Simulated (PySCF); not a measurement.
**SnCl₄ + CCl₂ → SnCl₂ + CCl₄**

Level: PBE0 in the def2-TZVP basis family, computed in PySCF with density fitting; scalar-relativistic core potentials for atoms from Rb on, none lighter, no spin–orbit coupling; open shells unrestricted.

```
species                               state and structure  ZPE (kJ/mol)  H(298 K) − H(0) (kJ/mol)  S° (J/(mol K))
  SnCl₄                   singlet, Td, Sn–Cl 2.289 Å (×4)          12.8                      22.5           367.3
   CCl₂   singlet, C2v, C–Cl 1.708 Å (×2); Cl–C–Cl 109.5°          11.2                      11.4           264.3
  SnCl₂  singlet, C2v, Sn–Cl 2.363 Å (×2); Cl–Sn–Cl 98.6°           4.9                      13.6           305.7
   CCl₄                    singlet, Td, C–Cl 1.763 Å (×4)          25.4                      17.1           308.9
```

(1) Is the gas-phase reaction uphill or downhill in electronic energy at this level, and by how much?

(2) Add zero-point, thermal and entropy terms for 298.15 K and 1 bar.

## Answers

(1) At PBE0/def2-TZVP, ΔE = -54.3 kJ/mol, downhill. Both ends count: the low oxidation state of carbon is very reactive, and tin holds its high one more weakly.

(2) ΔZPE = 6.3 and Δ[H(298) − H(0)] = -3.2 kJ/mol give ΔH° = -51.2 kJ/mol. ΔS° = -17.0 J/(mol K), so ΔG° = -51.2 − 298.15 × (-0.0170) = -46 kJ/mol and log₁₀K = 8.1.

Each species is the lowest minimum found with this bonding; other isomers or fragments can lie lower.
